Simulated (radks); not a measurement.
Numerical settings for the tin ion Sn+, [Kr] 4d10 5s2 5p1. Method: scalar-relativistic Kohn-Sham, BLYP, spin-polarised, spherical densities, finite nucleus; open shells are filled with parallel spins first (spin-orbit coupling, left out, can overturn this in heavy ions); Fermi nuclear charge, rms radius 4.6519 fm; computed with a radial shooting solver on a logarithmic mesh with Libxc functionals. The defaults (mesh step 0.008 in ln r, mesh end at 40 bohr or more with all orbitals vanishing there, Anderson mixing 0.5 over 9 steps, residual threshold near 1e-9 with the energy settled to 1e-9 hartree or 1e-11 of itself, here a cap of 83 iterations) give E = -6177.4251 hartree and 5p at -10.488 eV in 17 iterations. Run on one thread of a shared host, so times are rough (Intel(R) Xeon(R) Platinum 8488C): 0.32 s of CPU time, 0.32 s wall, 17 iterations on 2314 mesh points. Changes against that run (0 stands for a change within the tolerance of the run):

| setting | iterations | converged | E (mhartree) | e(5p) (meV) | CPU (s) |
|---|---|---|---|---|---|
| mesh step in ln r 0.03 | 15 | yes | +0.00195 | 0 | 0.09 |
| mesh step in ln r 0.003 | 31 | yes | 0 | 0 | 1.4 |
| mesh step in ln r 0.2 | 5 | no | diverged | - | 0.05 |
| mesh end (bohr) 2 | 17 | level above zero | +1.15e+04 | +1.07e+05 | 0.41 |
| mesh end (bohr) 5 | 17 | yes | +61.2 | +1.79e+03 | 0.33 |
| residual threshold 0.001 | 10 | yes | +0.000461 | +1.67 | 0.22 |
| residual threshold 1e-05 | 12 | yes | 0 | -0.169 | 0.29 |
| mixing 0.01 | 40 | yes | 0 | 0 | 0.74 |
| linear mixing, mixing 0.2 | 83 | no | 0 | 0 | 1.5 |
| linear mixing, mixing 0.5 | 83 | no | 0 | 0 | 0.88 |
| mixing history 20 | 22 | yes | 0 | 0 | 0.45 |
| iteration cap 3 | 3 | no | +22.3 | -1.05e+03 | 0.1 |

Settled on a wrong energy, with an occupied level pushed above zero by the early mesh end: mesh end (bohr) 2 (+11.5 hartree). Apart from these: settings that end as converged yet miss the energy by more than 1 mhartree: mesh end (bohr) 5 (+0.0612 hartree). A mesh that ends early acts as a hard wall.
